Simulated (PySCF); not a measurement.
Method: delta-SCF UKS SCAN, pcX-2 on the ionised atom, pcseg-1 elsewhere, spin-free X2C (PySCF 2.14.0). Geometries: PBE0-D3(BJ)/def2-SVP; isolated species, one conformer each. Values against the vacuum level.

Question: Order these sites by rising C 1s binding energy.
A. C7 in `[CH:1]#[C:2][C@H:3]1[CH2:4][CH2:5][CH2:6][CH2:7][GeH2:8]1`
B. C5 in `[CH3:1][C:2]#[C:3][GeH:4]1[CH2:5][CH2:6][CH2:7][CH2:8]1`
C. C3 in `[CH2:1]=[C:2]([CH3:3])[GeH:4]1[CH2:5][CH:6]=[CH:7][CH2:8]1`
D. C6 in `[CH:1]#[C:2][GeH:3]1[CH2:4][CH2:5][CH2:6][CH2:7][CH2:8]1`

Answer: B (289.74 eV), A (290.01 eV), D (290.38 eV), C (290.66 eV).

From the lowest up, the atoms are bonded to: C, 2 H and Ge (289.74); C, 2 H and Ge (290.01); 2 C and 2 H (290.38); C and 3 H (290.66).
